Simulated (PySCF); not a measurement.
Bonds broken one at a time in the series silaethenyl-X. Isolated molecules, 0 K electronic values unless said otherwise. One relaxed conformer stands for each flexible species; it need not be the lowest. Strings in code marks are SMILES.

The numbers are results of PBE0-D3(BJ)/def2-TZVP in PySCF, not measurements. 

| species | dipole moment (D) |
|---|---|
| whole molecule (`C=[SiH]N` (C–Si–N–H torsion 0°)) | – |
| whole molecule (`CC([SiH]=C)=O` (C–Si–C–O torsion 0°)) | – |
| radical fragment (`C=[SiH][S]`) | 3.35 |
| whole molecule (`B[SiH]=C` (H–B–Si–C torsion 180°)) | – |
